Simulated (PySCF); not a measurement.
**Eu2O2F2: from a saddle point downhill**

PySCF 2.14.0, RKS PBE, Eu lcecp-1-SVP with ECP52, O def2-SVP, F def2-SVP; non-relativistic Hamiltonian with scalar-relativistic core potentials where named; density fitting; no spin-orbit coupling. Relaxed within the symmetry of its start, the geometry (D2h) is

```xyz
6

Eu    0.0000    0.0000    1.6209
Eu    0.0000    0.0000   -1.6209
O     1.3813    0.0000    0.0000
O    -1.3813    0.0000    0.0000
F     0.0000    0.0000    3.7406
F     0.0000    0.0000   -3.7406
```

and its lowest harmonic modes are -73, -50, 90, 90, 192, 197 cm⁻¹ (negative: unstable). It was moved along the lowest mode and relaxed again, within the group C2h that the move left.

(1) Where does it end, and how much lower?

(2) How do the contacts change?

(3) Is the end a minimum?

An lcecp potential fixes the number of 4f electrons, so in runs with it no electron can move into or out of that shell.

State: singlet in the valence, with the 4f electrons in the core potential.

## Answers

(1) In C2h, 0.716 eV lower, after 11 steps:
```xyz
6

Eu    0.0000   -0.7315    1.4291
Eu    0.0000    0.7315   -1.4291
O     1.3571    0.0000    0.0000
O    -1.3571    0.0000    0.0000
F     0.0000    0.5029    3.0915
F     0.0000   -0.5029   -3.0915
```

(2) 
```
   contact  saddle (Å)  end (Å)
Eu1–O3 (O)       2.130    2.102
Eu1–O4 (O)       2.130    2.102
Eu1–F5 (F)       2.120    2.071
Eu2–F6 (F)       2.120    2.071
```


(3) Yes; lowest modes 41, 78, 79, 156, 216, 235 cm⁻¹.
